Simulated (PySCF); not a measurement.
C₅H₄ClF₂O (doublet state).
Structure used (GFN2-xTB), in Å, numbered top down from 1:
```xyz
13
C5H4ClF2O angstrom
O      0.6207    2.9569    0.5764
C      0.6885    1.8112    0.3839
C      0.7585    0.5146    0.0878
C      1.7322   -0.3415    0.6191
Cl     1.7457   -2.0051    0.2460
C     -0.3309   -0.0101   -0.8262
C     -1.4577   -0.6416   -0.0135
F     -2.3873   -1.1754   -0.8404
F     -2.0997    0.2986    0.7211
H      2.5130    0.0029    1.2698
H     -0.7558    0.7944   -1.4289
H      0.0840   -0.7740   -1.4853
H     -1.1156   -1.4304    0.6725
```

The hyperfine couplings belong to this conformer and change with its torsions.

The species is `O=C=C([CH]Cl)CC(F)F` [radical].

Computed, not measured: PySCF 2.14.0, UKS B3LYP, pcH-1 on C Cl F H O, non-relativistic, mean-field spin-orbit, GIAO. One conformer (not necessarily the lowest) at the GFN2-xTB geometry, without solvent, vibrations or thermal averaging. Couplings are sensitive to structure, and on GFN2-xTB geometries they can be far from those on DFT ones. The SCF solution wasn't tested for stability.

Problem. The isotropic 13C couplings are +76.5, -38.3, +18.2, -4.1, +1.2 MHz. Assign them to C2; C3; C4; C6; C7.

Solution. 
```
site  a_iso (MHz)  ρ(0) (bohr⁻³)                 position  distance from C4 (Å)  spin population  largest |T| (MHz)
  C2        +18.2        +0.0165          2 bonds from C4                  2.40            +0.26               52.2
  C3        -38.3        -0.0341           1 bond from C4                  1.40            -0.12               10.8
  C4        +76.5        +0.0676  largest spin population                  0.00            +0.72              126.2
  C6         +1.2        +0.0011          2 bonds from C4                  2.54             0.00                1.0
  C7         -4.1        -0.0036          3 bonds from C4                  3.27             0.00                0.7
```

Problem. Match the computed a_iso(1H) values -50.8, -2.4, +0.5 MHz (means over equivalent nuclei) with the sites H10; H11/H12; H13.

Solution. 
```
   site  a_iso (MHz)  ρ(0) (bohr⁻³)            position  distance from C4 (Å)  bound to  spin population there  largest |T| (MHz)
    H10        -50.8        -0.0114   α, 1 bond from C4                  1.07        C4                  +0.72               29.1
H11/H12         -2.4        -0.0005  γ, 3 bonds from C4                  3.06        C6                   0.00                3.6
    H13         +0.5        +0.0001     4 bonds from C4                  3.05        C7                   0.00                3.3
```

ρ(0) is the spin density at the nucleus and T the dipolar tensor; a_iso includes a spin–orbit part; entries for several nuclei are means. The Mulliken spin populations are largest on C4 (+0.72), C2 (+0.26), C3 (-0.12) and O1 (+0.12). The positive populations add up to 1.15 and the negative ones to -0.15, together 2S = 1. The angles at C4 add up to 360.0°, so it is planar; its axial dipolar tensor and the negative coupling of its proton fit spin in a p orbital normal to that plane.

β density exceeds α density at some nuclei, such as C3 (-0.0341), H10 (-0.0114) and C7 (-0.0036), spin density in bohr⁻³. In a single determinant that takes different orbitals for the two spins, that is spin polarisation.

Class means assume fast exchange of nuclei equivalent by connectivity; if that motion is slow, each nucleus keeps its own coupling. The 19F value of +3.8 MHz is a mean of couplings from -1.5 to 9.1 MHz in this one geometry, not an average over conformers.
